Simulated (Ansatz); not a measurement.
A trace of molecular dynamics of a periodic cell of 17 atoms, LiGe₁₆ (host Ge, host structure diamond, interstitial Li).

Level of theory: Ansatz 0.2.0, DFT PBE-D3(BJ), scalar-relativistic, plane waves, PAW. Settings: accuracy low, cutoff 420 eV, k mesh 2x2x2, fermi-dirac smearing 0.15 eV, no spin polarisation.

```
ensemble                      : NVE (velocity Verlet)
starting velocities drawn for : 1680 K
seed                          : 868690
```

```tsv
time (fs)	T (K)	potential energy less start (eV)	conserved less start (meV/atom)
0	1680	0.000	0.00
7	1581	0.206	0.03
14	1396	0.588	0.05
21	1282	0.824	0.06
28	1269	0.852	0.05
35	1318	0.749	0.05
42	1411	0.557	0.05
49	1585	0.198	0.05
56	1772	-0.191	0.02
63	1811	-0.271	0.01
70	1673	0.015	0.03
77	1443	0.492	0.04
84	1201	0.991	0.06
91	1024	1.357	0.07
98	966	1.477	0.07
105	1032	1.342	0.06
112	1156	1.084	0.05
119	1264	0.861	0.05
126	1347	0.690	0.05
133	1428	0.522	0.05
140	1482	0.411	0.03
147	1456	0.463	0.04
154	1376	0.629	0.05
161	1338	0.708	0.05
168	1334	0.716	0.04
```

Question: Can this run be trusted? Judge the integration.

Answer: The conserved energy stayed within 0.07 meV per atom of its start (net change 0.036 meV per atom), so the integration is sound. A run of 0.17 ps of so small a system gives no equilibrium averages. Limits of this set-up: coarse k mesh, a small cell, in which the defect meets its images, a typed lattice constant that wasn't relaxed here, low accuracy level. The time step was 1 fs.

Time of the run: 25 min on 2 threads of AMD EPYC 7R43 64-Core Processor (Zen 3), with other jobs on the host, peak memory 1.3 GiB.
